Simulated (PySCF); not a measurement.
A side-by-side comparison of computed properties.

First species: C4H9O2P.
SMILES with atom numbers: `[CH2:1]=[CH:2][P@:3]([CH3:4])(=[O:5])[CH2:6][OH:7]` (hydrogens: H8, H9 on C1; H10 on C2; H11, H12, H13 on C4; H14, H15 on C6; H16 on O7)

Structure used (GFN2-xTB), in Å, numbered top down from 1:
```
atom  x, y, z in Å
C1     2.5630   -0.5496   -0.0309
C2     1.5089    0.1036   -0.4874
P3    -0.0830   -0.1050    0.3567
C4    -0.6775    1.5770    0.7703
O5    -0.0623   -1.0218    1.5060
C6    -1.2844   -0.7161   -0.9262
O7    -2.4847   -0.9768   -0.2589
H8     3.5407   -0.4802   -0.4798
H9     2.4603   -1.1850    0.8347
H10    1.5489    0.7564   -1.3467
H11   -0.0871    1.9461    1.6066
H12   -0.5991    2.2541   -0.0744
H13   -1.7180    1.4870    1.0802
H14   -1.4886    0.0304   -1.6945
H15   -0.8760   -1.6215   -1.4014
H16   -2.2686   -1.4897    0.5343
```

Second species: C4H9O2P.
Bonds: C1–C2, C2–P3, P3–C4, C4–O5 (double), C4–O6, O6–C7. Hydrogens: H8, H9, H10 on C1; H11, H12 on C2; H13 on P3; H14, H15, H16 on C7.

Levels: B3LYP/def2-SVPD for dipole moment, HOMO energy, LUMO energy, HOMO–LUMO gap, static isotropic polarisability and electronic spatial extent ⟨r²⟩ about the centre of nuclear charge; TDDFT B3LYP/def2-SVPD for lowest singlet excitation; TDA B3LYP/def2-SVPD for lowest triplet excitation (Tamm–Dancoff); GFN2-xTB for rotational constant A and rotational constant C. Geometries: GFN2-xTB. Each species is one conformer at its optimised geometry, gas phase, non-relativistic unless stated. Electronic properties by PySCF.

The conformers computed, where there is a choice (atom-mapped SMILES and torsion angles):
- `[CH2:1]=[CH:2][P@:3]([CH3:4])(=[O:5])[CH2:6][OH:7]`: C1–C2–P3–C4 126°, C2–P3–C6–O7 176°, H–O7–C6–P3 -47°
- `[CH3:1][CH2:2][PH:3][C:4](=[O:5])[O:6][CH3:7]`: C1–C2–P3–C4 84°, C2–P3–C4–O5 -32°, P3–C4–O6–C7 176°

| property | column X | column Y |
| --- | --- | --- |
| dipole moment | 3.73 D | 1.43 D |
| HOMO energy | -7.32 eV | -7.04 eV |
| LUMO energy | -1.11 eV | -0.48 eV |
| HOMO–LUMO gap | 6.21 eV | 6.56 eV |
| lowest singlet excitation | 5.39 eV | 5.43 eV |
| lowest triplet excitation (Tamm–Dancoff) | 4.42 eV | 4.66 eV |
| static isotropic polarisability | 81.0 au | 84.3 au |
| electronic spatial extent ⟨r²⟩ about the centre of nuclear charge | 966 bohr² | 1159 bohr² |
| rotational constant A | 3.350 GHz | 4.823 GHz |
| rotational constant C | 1.447 GHz | 1.039 GHz |

Problem. Which column belongs to which species?

Solution. Column X is the first species and column Y the second. The first has 16 atoms and 64 electrons, the second 16 and 64.

Problem. How does each property change from the first species to the second?

Solution. dipole moment -2.30 D; HOMO energy +0.28 eV; LUMO energy +0.63 eV; HOMO–LUMO gap +0.35 eV; lowest singlet excitation +0.04 eV; lowest triplet excitation (Tamm–Dancoff) +0.24 eV; static isotropic polarisability +3.3 au; electronic spatial extent ⟨r²⟩ about the centre of nuclear charge +193 bohr²; rotational constant A +1.473 GHz; rotational constant C -0.408 GHz.

On the first: The polarisability is 12.00 Å³ as a volume (1 au = 0.148185 Å³), or 1.27 au for each of the 64 electrons. The vertical singlet–triplet gap S1 − T1 is 0.97 eV (TDDFT singlet less Tamm–Dancoff triplet; S1: HOMO→LUMO, weight 0.96; T1: HOMO−2→LUMO, weight 0.47, beside HOMO−3→LUMO, weight 0.33).

On the second: S1 lies 1.13 eV below the HOMO–LUMO gap; its leading configuration is HOMO→LUMO, weight 0.75. The polarisability is 12.49 Å³ as a volume (1 au = 0.148185 Å³), or 1.32 au for each of the 64 electrons.
